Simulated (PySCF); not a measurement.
This script is equivalent to a calculation on N (nitrogen, neutral).

```python
from pyscf import gto, scf, dft, mp, cc
import basis_set_exchange as bse
mol = gto.M(atom="N 0 0 0", charge=0, spin=3, symmetry="D2h",
            basis=gto.basis.parse(bse.get_basis("x2c-QZVPPall", elements=["N"], fmt="nwchem")),
            nucmod="G")
mf = scf.UHF(mol).sfx2c1e()
mf.irrep_nelec = {'Ag': (2, 2), 'B1u': (1, 0), 'B2u': (1, 0), 'B3u': (1, 0)}
mf.kernel()
```

(1) What total energy does it give?

(2) Which occupied shell lies highest, and where?

(3) What is ⟨S²⟩, and what would a pure spin state give?

Results:

(1) -54.43370 hartree (calculated).

(2) 2p α, at -15.521 eV.

(3) 3.757, against 3.75.
